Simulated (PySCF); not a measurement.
## How methods differ on the ionisation energy of Ar²⁺

Ar²⁺ [Ne] 3s2 3p4 (3P) → Ar³⁺ [Ne] 3s2 3p3 (4S), as a difference of total energies. Computed with PySCF 2.14 in aug-cc-pwCVTZ (8s7p5d3f, 75 functions), with no relativity, point nucleus. Correlated levels: valence and next inner shell: 1s2 frozen. The calculations carry no spin-orbit coupling.

```
                                method  ionisation energy (eV)
                                   UHF                  39.397
    MP2 (valence and next inner shell)                  40.278
SCS-MP2 (valence and next inner shell)                  40.357
   CCSD (valence and next inner shell)                  40.389
CCSD(T) (valence and next inner shell)                  40.419
```

Task: How much does correlation contribute at CCSD(T) (valence and next inner shell)?

Result: 40.419 − (39.397) = 1.022 eV, measured against UHF.

A first-order spin-orbit estimate (lowest level to lowest level, LS coupling) adds 0.062 eV.

Errors of the correlated levels include the incompleteness of this basis and the frozen core.

For comparison: 40.735 ± 0.012 eV (semi-empirical (NIST evaluation); NIST Atomic Spectra Database, ionization energies).
